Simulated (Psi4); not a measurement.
C₆H₆, singlet, at a GFN2-xTB geometry; R2SCAN/def2-SVPD (Psi4).

Input for Psi4:
```
memory 2 GB

molecule mol {
0 1
  C    -2.428360    1.396404    0.566259
  C    -1.734077    0.535119    0.110444
  C    -0.864892   -0.506541   -0.401521
  C     0.387682   -0.601494    0.436979
  C     1.581724   -0.428154   -0.035702
  C     2.765251   -0.263251   -0.533105
  H    -3.047662    2.151244    0.949204
  H    -1.400503   -1.461981   -0.366233
  H    -0.605997   -0.287984   -1.440836
  H     0.234721   -0.811169    1.487666
  H     3.339653   -1.089297   -0.922420
  H     3.235816    0.706690   -0.567509
}

set basis def2-svpd
set reference rks

energy('r2scan')
print_variables()
```

Task: Write the output that Psi4 gives for this input, abridged.

Result: 
```
   => Loading Basis Set <=

    Name: DEF2-SVPD
    Role: ORBITAL
    Keyword: BASIS

         ---------------------------------------------------------
                                   SCF
               by Justin Turney, Rob Parrish, Andy Simmonett
                          and Daniel G. A. Smith
                              RKS Reference
         ---------------------------------------------------------

  ==> Geometry <==

    Molecular point group: c1
    Full point group: C1

    Geometry (in Angstrom), charge = 0, multiplicity = 1:

       Center              X                  Y                   Z               Mass
    ------------   -----------------  -----------------  -----------------  -----------------
         C           -2.406036321496     1.386329324648     0.555324690990    12.000000000000
         C           -1.711753321496     0.525044324648     0.099509690990    12.000000000000
         C           -0.842568321496    -0.516615675352    -0.412455309010    12.000000000000
         C            0.410005678504    -0.611568675352     0.426044690990    12.000000000000
         C            1.604047678504    -0.438228675352    -0.046636309010    12.000000000000
         C            2.787574678504    -0.273325675352    -0.544039309010    12.000000000000
         H           -3.025338321496     2.141169324648     0.938269690990     1.007825032230
         H           -1.378179321496    -1.472055675352    -0.377167309010     1.007825032230
         H           -0.583673321496    -0.298058675352    -1.451770309010     1.007825032230
         H            0.257044678504    -0.821243675352     1.476731690990     1.007825032230
         H            3.361976678504    -1.099371675352    -0.933354309010     1.007825032230
         H            3.258139678504     0.696615324648    -0.578443309010     1.007825032230

  Running in c1 symmetry.

  Rotational constants: A =      0.44167  B =      0.05411  C =      0.05178 [cm^-1]
  Rotational constants: A =  13240.95012  B =   1622.09294  C =   1552.23369 [MHz]
  Nuclear repulsion =  179.804928143037671

  Charge       = 0
  Multiplicity = 1
  Electrons    = 42
  Nalpha       = 21
  Nbeta        = 21

  ==> Algorithm <==

  SCF Algorithm Type is DF.
  DIIS enabled.
  MOM disabled.
  Fractional occupation disabled.
  Guess Type is SAD.
  Energy threshold   = 1.00e-06
  Density threshold  = 1.00e-06
  Integral threshold = 1.00e-12

  ==> Primary Basis <==

  Basis Set: DEF2-SVPD
    Blend: DEF2-SVPD
    Number of shells: 72
    Number of basis functions: 168
    Number of Cartesian functions: 180
    Spherical Harmonics?: true
    Max angular momentum: 2

  ==> DFT Potential <==

   => LibXC <=

    Version 7.1.2
    S. Lehtola, C. Steigemann, M. J. T. Oliveira, and M. A. L. Marques,  SoftwareX 7, 1–5 (2018) (10.1016/j.softx.2017.11.002)

   => Composite Functional: R2SCAN <=

    r2SCAN Meta-GGA XC Functional  (0.1021/acs.jpclett.0c02405)
    J. W. Furness, A. D. Kaplan, J. Ning, J. P. Perdew, J. Sun  J. Phys. Chem. Lett.  11, 8208–8215, 2020

    Deriv               =              1
    GGA                 =           TRUE
    Meta                =           TRUE

    Exchange Hybrid     =          FALSE
    MP2 Hybrid          =          FALSE

   => Exchange Functionals <=

    1.0000   XC_MGGA_X_R2SCAN

   => Correlation Functionals <=

    1.0000   XC_MGGA_C_R2SCAN

   => LibXC Density Thresholds  <==

    XC_MGGA_C_R2SCAN:  1.00E-15
    XC_MGGA_X_R2SCAN:  1.00E-11

   => Molecular Quadrature <=

    Radial Scheme          =       TREUTLER
    Pruning Scheme         =           NONE
    Nuclear Scheme         =       TREUTLER

    Blocking Scheme        =         OCTREE
    BS radius alpha        =              1
    Pruning alpha          =              1
    Radial Points          =             75
    Spherical Points       =            302
    Total Points           =         258686
    Total Blocks           =           1977
    Max Points             =            256
    Max Functions          =            163
    Weights Tolerance      =       1.00E-15

   => Loading Basis Set <=

    Name: (DEF2-SVPD AUX)
    Role: JKFIT
    Keyword: DF_BASIS_SCF

  ==> Integral Setup <==

  SCF_SUBTYPE=INCORE selected. In-core MEM_DF algorithm will be used.
  Using in-core AOs.

  ==> MemDFJK: Density-Fitted J/K Matrices <==

    J tasked:                   Yes
    K tasked:                    No
    wK tasked:                   No
    Algorithm:                 Core
    Schwarz Cutoff:           1E-12
    Mask sparsity (%):       2.9195
    Fitting Condition:        1E-10

   => Auxiliary Basis Set <=

  Basis Set: (DEF2-SVPD AUX)
    Blend: DEF2-UNIVERSAL-JKFIT
    Number of shells: 186
    Number of basis functions: 558
    Number of Cartesian functions: 654
    Spherical Harmonics?: true
    Max angular momentum: 4

  Minimum eigenvalue in the overlap matrix is 3.2489735620E-05.
  Reciprocal condition number of the overlap matrix is 3.2014614949E-06.
    Using symmetric orthogonalization.

  ==> Pre-Iterations <==

  SCF Guess: Superposition of Atomic Densities via on-the-fly atomic UHF (no occupation information).

   -------------------------
    Irrep   Nso     Nmo
   -------------------------
     A        168     168
   -------------------------
    Total     168     168
   -------------------------

  ==> Iterations <==

                           Total Energy        Delta E     RMS |[F,P]|

   @DF-RKS iter SAD:  -231.08222826217690   -2.31082e+02   0.00000e+00
   @DF-RKS iter   1:  -231.33736599674373   -2.55138e-01   5.20767e-03 DIIS/ADIIS
   @DF-RKS iter   2:  -231.24880156822317    8.85644e-02   5.69538e-03 DIIS/ADIIS
   @DF-RKS iter   3:  -231.75643637298327   -5.07635e-01   1.54267e-03 DIIS/ADIIS
   @DF-RKS iter   4:  -231.78655280141118   -3.01164e-02   7.16143e-04 DIIS/ADIIS
   @DF-RKS iter   5:  -231.79390279080928   -7.34999e-03   1.60701e-04 DIIS/ADIIS
   @DF-RKS iter   6:  -231.79420148068994   -2.98690e-04   8.33192e-05 DIIS
   @DF-RKS iter   7:  -231.79430285654425   -1.01376e-04   1.17949e-05 DIIS
   @DF-RKS iter   8:  -231.79430490618739   -2.04964e-06   4.83662e-06 DIIS
   @DF-RKS iter   9:  -231.79430520189518   -2.95708e-07   2.47709e-06 DIIS
   @DF-RKS iter  10:  -231.79430529383077   -9.19356e-08   4.77308e-07 DIIS
  Energy and wave function converged.

  ==> Post-Iterations <==

   Electrons on quadrature grid:
      Ntotal   =   41.9999971825 ; deviation = -2.817e-06

    Orbital Energies [Eh]
    ---------------------

    Doubly Occupied:

[...]
    Virtual:

[...]
    Final Occupation by Irrep:
              A
    DOCC [    21 ]
    NA   [    21 ]
    NB   [    21 ]

  @DF-RKS Final Energy:  -231.79430529383077

   => Energetics <=

    Nuclear Repulsion Energy =            179.8049281430376709
    One-Electron Energy =                -665.9901764438623104
    Two-Electron Energy =                 288.8730221221593411
    DFT Exchange-Correlation Energy =     -34.4820791151654689
    Empirical Dispersion Energy =           0.0000000000000000
    VV10 Nonlocal Energy =                  0.0000000000000000
    Total Energy =                       -231.7943052938307744

Computation Completed

Properties will be evaluated at   0.000000,   0.000000,   0.000000 [a0]

Properties computed using the SCF density matrix

 Multipole Moments:

 ------------------------------------------------------------------------------------
     Multipole            Electronic (a.u.)      Nuclear  (a.u.)        Total (a.u.)
 ------------------------------------------------------------------------------------

 L = 1.  Multiply by 2.5417464519 to convert [e a0] to [Debye]
 Dipole X            :         -1.6415564            1.7717893            0.1302328
 Dipole Y            :          0.6253130           -0.7996100           -0.1742970
 Dipole Z            :          0.7652709           -0.8678472           -0.1025763
 Magnitude           :                                                    0.2405451

 ------------------------------------------------------------------------------------

  Variable Map:
  ----------------------------------------------------------------------------
[...]
  Array Variable Map:
  ----------------------------------------------------------------------------
[...]
[...]
```
